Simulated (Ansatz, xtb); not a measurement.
Relative energy of two isomers of AlNOS

Structure a: `O=S=[N][Al]`, a singlet. Structure b: the triplet with the links of `[N]1=[S]2[O][Al]12`. Both are isolated molecules in the gas phase, relaxed with BLYP-D3(BJ)/def2-SVP.

Problem. Estimate E(b) − E(a) at the level CCSD(T)/def2-TZVPP.

Solution. Calculated at CCSD(T)/def2-TZVPP: E(b) − E(a) = +19.2 kcal/mol, so structure a lies lower.

Level by level:

| level | geometry | E(b) − E(a) (kcal/mol) | departure from the last row (kcal/mol) | job, with rough time for the two |
| --- | --- | --- | --- | --- |
| HF/STO-3G | GFN2-xTB | −99.6 | −118.8 | single point, 0.38 s |
| r2SCAN-D4/def2-SVP | GFN2-xTB | +6.1 | −13.0 | single point, 5.1 s |
| BLYP-D3(BJ)/def2-SVP | BLYP-D3(BJ)/def2-SVP | +17.6 | −1.6 | optimisation, 28 s |
| HF/def2-TZVPP | BLYP-D3(BJ)/def2-SVP | −0.2 | −19.4 | part of the CCSD(T) run |
| MP2/def2-TZVPP | BLYP-D3(BJ)/def2-SVP | +26.3 | +7.1 | part of the CCSD(T) run |
| CCSD(T)/def2-TZVPP | BLYP-D3(BJ)/def2-SVP | +19.2 |  | single point, 2.6 min |

As drawn, b has 1 O–S, 1 Al–O, 1 Al–S in place of 1 O=S. Structure a has no ring, b 2 3-membered rings.

HF/STO-3G puts the two in the other order. HF/def2-TZVPP finds them nearly level. The largest departure from CCSD(T)/def2-TZVPP is that of HF/STO-3G, 118.8 kcal/mol. The triplet state of b needn't be its ground state.

With harmonic frequencies from BLYP-D3(BJ)/def2-SVP (ideal gas, rigid rotor, one conformer each, 600 K, 1 atm): the zero-point term adds 0.0 kcal/mol; ΔH is +18.7 and ΔG +21.6 kcal/mol.

The T1 diagnostic of structure a is large, so the coupled-cluster value is less sure. Open shells are spin-unrestricted. The correlated steps freeze 12 core orbitals. ΔG holds the spin degeneracy. Codes used: Ansatz 0.2.0, xtb 6.7.1; the last row on 1 thread of Arm Neoverse V2 on a shared host.
